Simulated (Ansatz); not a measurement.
System: N-dichloroboranylpropan-2-amine, C3H8BCl2N, net charge 0, singlet state. 
Coordinates optimised at B3LYP-D3(BJ)/def2-TZVP (Ansatz, a quantum-chemistry and plane-wave program):
SMILES: C(C)(NB(Cl)Cl)C
```xyz
15

C     -2.4999    -0.4523     0.2219
C     -1.5605     0.4878     0.9745
C     -1.6202     1.9187     0.4436
N     -0.1777    -0.0286     1.0109
B      0.7347    -0.2725    -0.0014
Cl     2.3411    -0.9087     0.4290
Cl     0.3956     0.0139    -1.7180
H     -2.4492    -1.4603     0.6353
H     -2.2416    -0.5014    -0.8352
H     -3.5285    -0.0973     0.3051
H     -1.8812     0.5092     2.0186
H     -2.6366     2.3066     0.5299
H     -1.3281     1.9605    -0.6049
H     -0.9543     2.5690     1.0120
H      0.1491    -0.2369     1.9414
```
Charge 0, spin multiplicity 1.

Total electronic energies in hartree. Correlated levels leave the core frozen unless marked. Spin-orbit coupling is left out. Non-relativistic. CBS marks a two-point X^-3 extrapolation of the correlation energy; Hartree-Fock from the larger set. [CCSD(T)-MP2]/basis is that difference in the basis named.

```
level                                                                             program  energy (Eh)
-------------------------------------------------------------------------  --------------  -----------
HF/aug-cc-pV(T+d)Z                                                                 Ansatz  -1116.64556
PBE-D3(BJ)/def2-TZVPD                                                      Ansatz + dftd3  -1118.73834
revPBE-D3(BJ)/def2-TZVPD                                                   Ansatz + dftd3  -1119.17576
revPBE/def2-TZVPD                                                                  Ansatz  -1119.13824
r2SCAN/def2-TZVPD                                                                  Ansatz  -1119.19451
B3LYP/def2-TZVPD                                                                   Ansatz  -1119.41331
PBE0/def2-SVP                                                                      Ansatz  -1118.30460
PBE0/def2-TZVPD                                                                    Ansatz  -1118.82961
CAM-B3LYP/def2-TZVPD                                                               Ansatz  -1119.29296
wB97X/def2-TZVPD                                                                   Ansatz  -1119.32507
PBE-QIDH/def2-TZVPD                                                                Ansatz  -1118.63287
RPA@PBE/cc-pV(T+d)Z                                                                Ansatz  -1118.57166
MP2/aug-cc-pV(T+d)Z                                                                Ansatz  -1117.88292
MP2/cc-pV(T+d)Z                                                                    Ansatz  -1117.85740
MP2/cc-pVTZ                                                                        Ansatz  -1117.85445
MP2/cc-pV(Q+d)Z                                                                    Ansatz  -1117.96904
SCS-MP2/aug-cc-pV(T+d)Z                                                            Ansatz  -1117.87347
CCSD/6-31G*                                                                        Ansatz  -1117.46289
CCSD/aug-cc-pV(T+d)Z                                                               Ansatz  -1117.94886
CCSD/cc-pwCVTZ                                                                     Ansatz  -1117.94222
RI-MP2/CBS(aug-cc-pV(T+d)Z,aug-cc-pV(Q+d)Z)+[CCSD(T)-MP2]/aug-cc-pV(T+d)Z          Ansatz   -1118.1614
RI-MP2/CBS(cc-pV(T+d)Z,cc-pV(Q+d)Z)+[CCSD(T)-MP2]/cc-pV(T+d)Z                      Ansatz   -1118.1589
CCSD(T)/CBS(cc-pV(T+d)Z,cc-pV(Q+d)Z)                                               Ansatz   -1118.1503
```

Totals of different functionals don't rank their quality; only differences between species are comparable.
